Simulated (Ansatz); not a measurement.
Geometry optimisation, RHF/def2-SVP (Ansatz 0.2.0).

Input:

```yaml
crystal:
  periodic: [false, false, false]
  atoms:
    - { symbol: Sn, position_ang: [0.358392, 0.338887, -0.390182] }
    - { symbol: Cl, position_ang: [-1.011166, 0.179695, 2.951565] }
    - { symbol: Cl, position_ang: [1.765803, 0.135084, -2.227662] }
    - { symbol: O, position_ang: [-1.070738, 1.573086, -0.797376] }
    - { symbol: H, position_ang: [-1.813269, 1.248778, -1.284659] }
    - { symbol: O, position_ang: [-0.284028, -1.436925, 0.009737] }
    - { symbol: H, position_ang: [-0.669695, -1.554344, 0.866902] }
    - { symbol: O, position_ang: [1.429696, 1.113388, 1.049516] }
    - { symbol: H, position_ang: [2.293195, 1.431105, 0.825502] }
    - { symbol: H, position_ang: [0.152009, 0.795646, 2.818756] }
basis:
  gaussian: { orbitals: def2-SVP }
hamiltonian:
  xc: hf
relax:
  f_tol: 0.03
  max_steps: 50
```

Launched with:

```bash
$ ansatz run input.yaml --threads 2 --pin off --max-ram 3072MiB --backend cpu --events-out ev --progress --plain --runs-dir out
```

Task: Where does it end, and by what steps?

Result: The forces met the threshold. The force dipped under the threshold on the way, but the program's further checks kept it going. After 30 steps the energy has fallen by 0.093 eV; Cl2 moved furthest, 1.64 Å.

```json
{"step": "0", "energy less start (eV)": "0.0000", "largest force component (eV/Å)": "1.152", "accepted": "yes"}
{"step": "2", "energy less start (eV)": "-0.0354", "largest force component (eV/Å)": "0.840", "accepted": "yes"}
{"step": "4", "energy less start (eV)": "-0.0496", "largest force component (eV/Å)": "0.311", "accepted": "yes"}
{"step": "6", "energy less start (eV)": "-0.0675", "largest force component (eV/Å)": "0.256", "accepted": "yes"}
{"step": "8", "energy less start (eV)": "-0.0764", "largest force component (eV/Å)": "0.036", "accepted": "yes"}
{"step": "10", "energy less start (eV)": "-0.0794", "largest force component (eV/Å)": "0.072", "accepted": "yes"}
{"step": "12", "energy less start (eV)": "-0.0833", "largest force component (eV/Å)": "0.246", "accepted": "yes"}
{"step": "14", "energy less start (eV)": "-0.0864", "largest force component (eV/Å)": "0.083", "accepted": "yes"}
{"step": "16", "energy less start (eV)": "-0.0884", "largest force component (eV/Å)": "0.159", "accepted": "yes"}
{"step": "18", "energy less start (eV)": "-0.0900", "largest force component (eV/Å)": "0.146", "accepted": "yes"}
{"step": "20", "energy less start (eV)": "-0.0909", "largest force component (eV/Å)": "0.126", "accepted": "yes"}
{"step": "22", "energy less start (eV)": "-0.0922", "largest force component (eV/Å)": "0.036", "accepted": "yes"}
{"step": "24", "energy less start (eV)": "-0.0820", "largest force component (eV/Å)": "1.041", "accepted": "no"}
{"step": "26", "energy less start (eV)": "-0.0925", "largest force component (eV/Å)": "0.189", "accepted": "no"}
{"step": "28", "energy less start (eV)": "-0.0928", "largest force component (eV/Å)": "0.089", "accepted": "no"}
{"step": "30", "energy less start (eV)": "-0.0930", "largest force component (eV/Å)": "0.026", "accepted": "yes"}
```

```xyz
10
Properties=species:S:1:pos:R:3
Sn 0.215 0.396 -0.491
Cl 0.266 -0.714 3.444
Cl 2.048 -0.464 -1.615
O -0.720 1.613 -1.663
H -1.639 1.448 -1.824
O -0.999 -0.966 0.128
H -0.886 -1.289 1.013
O 0.864 1.348 1.087
H 1.389 2.128 0.976
H 0.611 0.322 2.766
```

Whether the end is a true minimum wasn't checked by a vibrational analysis.

Time of the run: 96 s on 2 threads of Arm Neoverse V1 (shared host), peak memory 0.34 GiB.
